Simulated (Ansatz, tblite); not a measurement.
Removing and adding an electron: the cluster Al₂Ga₂As₄. The state is a singlet with charge 0. Geometry: PBE-D4/def2-SVP. Ansatz, gas phase; energy differences of separate SCF runs; the oxidised species was run as a doublet alone; the reduced species was run as a doublet alone.

```csv
atom,x (Å),y (Å),z (Å)
Al1,-1.6826,0.6167,-0.2083
Al2,0.9649,1.3258,0.0222
Ga3,0.3300,-1.2979,2.5225
Ga4,0.7437,0.1636,-2.5277
As5,-1.9738,-1.2161,1.2032
As6,2.1986,-0.5235,0.6896
As7,-0.6483,2.4583,-1.3172
As8,0.0674,-1.5268,-0.3841
```

The xTB rows come from tblite. Another isomer (singlet) lies 0.17 eV lower at PBE0-D4/def2-TZVP; other spin states weren't run for this one.

Problem. Estimate orbital energies and vertical ionisation energies and electron affinities at: GFN1-xTB; GFN2-xTB; PBE-D4/def2-SVP; PBE0-D4/def2-SVP.

Solution. 
| level | −HOMO (eV) | vertical IE (eV) | −LUMO (eV) | vertical EA (eV) | HOMO–LUMO gap (eV) | IE − EA (eV) | remarks |
| --- | --- | --- | --- | --- | --- | --- | --- |
| GFN1-xTB | 8.40 | 10.49 | 6.59 | – | 1.81 | – | – |
| GFN2-xTB | 7.56 | 9.79 | 6.10 | 3.89 | 1.46 | 5.90 | – |
| PBE-D4/def2-SVP | 4.92 | 6.91 | 3.26 | 1.45 | 1.66 | 5.46 | HOMO above zero (-1 doublet) |
| PBE0-D4/def2-SVP | 5.62 | 7.00 | 2.71 | 1.49 | 2.91 | 5.51 | – |

   A HOMO above zero means that the electron is unbound at that level or that self-interaction error raises the level; the energy of removing that electron tells which. Raw xTB energy differences between charge states are shifted by several eV; the methods need an empirical correction for them. Sets without diffuse functions give affinities that are too small.
